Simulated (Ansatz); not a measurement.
C2H6BN can be A, `B/C=N/C`, or B, `BC(C)=N`.

Computed with Ansatz on PBE0-D4/def2-TZVP structures; ΔE is electronic, products minus reactants. CBS: MP2 limit from def2 TZ/QZ plus the TZ coupled-cluster correction, frozen cores. DFT in def2-TZVPP. One conformer a species, not always the lowest.

A:

```xyz
10

B    -1.539    0.088   -1.398
C    -0.574   -0.243   -0.226
N     0.485    0.452   -0.071
C     1.362    0.128    1.017
H    -2.536   -0.553   -1.562
H    -1.269    0.990   -2.129
H    -0.783   -1.068    0.478
H     1.480    1.015    1.647
H     2.355   -0.092    0.612
H     1.019   -0.717    1.631
```

B:

Z-matrix (Å, degrees):
```
C
C 1 1.490
H 1 1.095 2 110.2
H 1 1.091 2 110.4 3 120.8
H 1 1.094 2 110.4 3 -117.6
N 2 1.281 1 119.4 3 -122.7
B 2 1.551 1 125.5 3 67.4
H 6 1.025 2 111.6 1 176.8
H 7 1.195 2 119.7 1 -132.5
H 7 1.197 2 119.9 1 54.6
```

(1) Which is lower in electronic energy at CCSD(T)/CBS, and by how much? (Best estimate.)

(2) Give E(B) − E(A) in kcal/mol with LDA (SPW92), PBE-D4, PBE0-D4, CCSD(T)/def2-TZVPP, MP2/def2-TZVPP, HF/def2-TZVPP, r2SCAN-D4. (Estimate.)

(3) Does the order hold for the free energy at 298.15 K (harmonic terms from PBE0-D4)? (Best estimate.)

Largest T1 diagnostic: 0.015.

Results:

(1) Computed: B, by 7.5 kcal/mol.

(2) Ansatz gave: LDA (SPW92) -9.1, PBE-D4 -8.4, PBE0-D4 -7.8, CCSD(T)/def2-TZVPP -7.1, MP2/def2-TZVPP -7.5, HF/def2-TZVPP -5.3, r2SCAN-D4 -8.5. None reverses the order clearly.

(3) Ansatz gave: Yes: G(B) − G(A) = -7.6 kcal/mol, for one conformer each.

Leaving LDA and LC-ωPBE aside and taking each functional with its dispersion term where it has one, the values, not all of them listed here, spread over 2.0 kcal/mol, from r2SCAN-D4 to BHLYP-D4. LDA lies −1.0 kcal/mol from PBE without D4. At CCSD(T), def2-SVP lies +1.9 kcal/mol from the extrapolated value and def2-TZVPP +0.4 kcal/mol.
